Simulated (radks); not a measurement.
Values are calculated unless marked as measured or tabulated.
The oxygen anion O2-, [Ne], held by a Watson sphere: a shell of charge +1.55 at radius R that stands for the Madelung well of a crystal (potential energy -1.55/R inside, -1.55/r outside, in hartree with lengths in bohr). Code: a radial shooting solver on a logarithmic mesh with Libxc functionals. Model: scalar-relativistic Kohn-Sham, PBE, spin-polarised, spherical densities, finite nucleus; Fermi nuclear charge, rms radius of each element as measured or else 0.836 A^(1/3) + 0.57 fm. Response by self-consistent Sternheimer equations with the Hartree and adiabatic LDA kernel, the relativistic mass of each level held fixed and spin-orbit coupling left out. The sphere does not respond.

| R (bohr) | e(1s) (eV) | e(2s) (eV) | e(2p) (eV) | <r> 2p (bohr) | sum of <r^2> (bohr^2) | X-ray form factor at sin(theta)/lambda = 0.1 1/angstrom | alpha (bohr^3) |
|---|---|---|---|---|---|---|---|
| 1.63 | -504.04 | -18.614 | -4.013 | 1.463 | 21.13 | 8.663 | 15.99 |
| 2.24 | -504.73 | -16.906 | -2.776 | 1.607 | 25.66 | 8.454 | 29.28 |
| 2.37 | -504.76 | -16.628 | -2.548 | 1.636 | 26.66 | 8.414 | 33.36 |
| 3.11 | -504.68 | -15.497 | -1.514 | 1.788 | 32.75 | 8.210 | 70.01 |
| 3.25 | -504.65 | -15.351 | -1.365 | 1.816 | 34.01 | 8.176 | 80.53 |
| 3.69 | -504.54 | -14.992 | -0.977 | 1.901 | 38.28 | 8.078 | 125.2 |
| 3.97 | -504.47 | -14.826 | -0.785 | 1.956 | 41.30 | 8.022 | 166.0 |
